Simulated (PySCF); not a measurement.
CH₅BO, SMILES BOC. Atoms are numbered in the order given.

```xyz
8

B      0.2159    -1.2849     0.0000
H     -0.4129    -2.3028     0.0000
H      1.4193    -1.2596     0.0000
O     -0.4815    -0.1422     0.0000
C      0.1458     1.1244     0.0000
H      1.2351     1.0275     0.0000
H     -0.1721     1.6753     0.8872
H     -0.1721     1.6753    -0.8872
```

Coordinates come from a PBE0-D3(BJ)/def2-TZVP optimisation.

Level of theory: PySCF 2.14.0 with TDDFT-ωB97X/def2-SVPD.

Vertical excitations.  State labels are in the subgroup Cs.

Computed UV-visible absorptions:
```csv
state,symmetry,energy (eV),λ (nm),f,main pairs
S1,A",6.53,190,0.000,HOMO→LUMO 95 %
S2,A",8.57,145,0.006,HOMO−2→LUMO 89 %
S3,A',8.59,144,0.176,HOMO−1→LUMO 93 %
S4,A',8.86,140,0.043,HOMO→LUMO+1 84 %
S5,A",9.36,133,0.003,"HOMO−1→LUMO+1 70 %, HOMO−1→LUMO+3 14 %"
S6,A',9.64,129,0.071,"HOMO→LUMO+3 49 %, HOMO→LUMO+2 28 %, HOMO−2→LUMO+1 10 %"
S7,A',10.09,123,0.018,"HOMO→LUMO+3 28 %, HOMO→LUMO+2 27 %, HOMO−2→LUMO+1 22 %, HOMO−2→LUMO+2 11 %"
S8,A",10.22,121,0.020,"HOMO−1→LUMO+3 41 %, HOMO−1→LUMO+2 35 %, HOMO−1→LUMO+4 6 %"
S9,A',10.45,119,0.090,"HOMO→LUMO+4 24 %, HOMO−2→LUMO+1 21 %, HOMO→LUMO+2 20 %, HOMO−2→LUMO+3 16 %"
S10,A",10.49,118,0.118,HOMO−3→LUMO 84 %
T1,A",6.03,206,0,HOMO→LUMO 92 %
T2,A',7.04,176,0,HOMO−1→LUMO 88 %
T3,A",8.17,152,0,HOMO−2→LUMO 78 %
T4,A',8.74,142,0,HOMO→LUMO+1 82 %
```
Triplets are in the Tamm–Dancoff approximation, which puts them higher than full response would, so one can lie above its singlet here.
